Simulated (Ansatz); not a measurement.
The inner images of a band of AlCl2H3Si + H2 (9 atoms, charge 0, multiplicity 1) are given out of order.

These are results of Ansatz, RKS B3LYP-D4/6-31G*, not measurements.

Initial state:

```xyz
9
Properties=species:S:1:pos:R:3
Al -0.462 1.060 -0.373
Si 1.456 -0.441 -0.387
Cl -1.952 0.978 -1.866
Cl -0.677 2.580 1.078
H -1.673 -1.166 1.382
H -2.289 -0.750 1.345
H 2.572 0.172 -1.160
H 1.928 -0.695 1.001
H 1.097 -1.738 -1.021
```

Final state:

```xyz
9
Properties=species:S:1:pos:R:3
Al -1.563 0.798 0.236
Si 1.311 -0.785 -0.136
Cl -1.733 0.802 -1.876
Cl -0.503 2.411 1.107
H -0.097 -0.560 0.362
H -2.517 -0.091 1.108
H 1.708 0.402 -0.919
H 2.139 -0.964 1.078
H 1.253 -2.013 -0.960
```

Put them in order from the first end to the last, with their energies above the first end.
A.
```xyz
9
Properties=species:S:1:pos:R:3
Al -1.249 0.815 0.094
Si 1.153 -0.723 -0.103
Cl -1.864 0.877 -1.922
Cl -0.576 2.520 1.138
H -0.332 -0.622 0.478
H -1.867 -0.346 0.980
H 1.811 0.337 -0.923
H 1.894 -0.901 1.158
H 1.030 -1.957 -0.899
```
B.
```xyz
9
Properties=species:S:1:pos:R:3
Al -1.452 0.806 0.185
Si 1.252 -0.776 -0.117
Cl -1.810 0.879 -1.900
Cl -0.552 2.491 1.097
H -0.152 -0.540 0.360
H -2.161 -0.273 1.063
H 1.748 0.366 -0.912
H 1.999 -0.947 1.145
H 1.126 -2.007 -0.921
```
C.
```xyz
9
Properties=species:S:1:pos:R:3
Al -0.558 1.005 -0.301
Si 1.360 -0.487 -0.320
Cl -2.025 0.941 -1.821
Cl -0.759 2.538 1.139
H -1.318 -0.932 1.080
H -2.002 -0.662 1.199
H 2.462 0.136 -1.098
H 1.836 -0.748 1.067
H 1.004 -1.791 -0.945
```
D.
```xyz
9
Properties=species:S:1:pos:R:3
Al -0.703 0.893 -0.178
Si 1.231 -0.563 -0.223
Cl -1.991 0.889 -1.851
Cl -0.712 2.515 1.174
H -1.049 -0.730 0.843
H -1.760 -0.530 1.037
H 2.165 0.247 -1.031
H 1.829 -0.844 1.117
H 0.990 -1.879 -0.888
```
E.
```xyz
9
Properties=species:S:1:pos:R:3
Al -1.015 0.832 -0.013
Si 1.132 -0.660 -0.129
Cl -1.902 0.875 -1.917
Cl -0.605 2.526 1.160
H -0.664 -0.646 0.632
H -1.711 -0.409 0.948
H 1.909 0.311 -0.951
H 1.854 -0.894 1.150
H 1.003 -1.936 -0.879
```

C (+0.03 eV), D (+0.39 eV), E (+1.56 eV), A (+0.56 eV), B (-0.15 eV).

Time of the run: 100 s on 2 threads of Intel(R) Xeon(R) Platinum 8375C CPU @ 2.90GHz (Ice Lake) (shared host), peak memory 0.21 GiB.
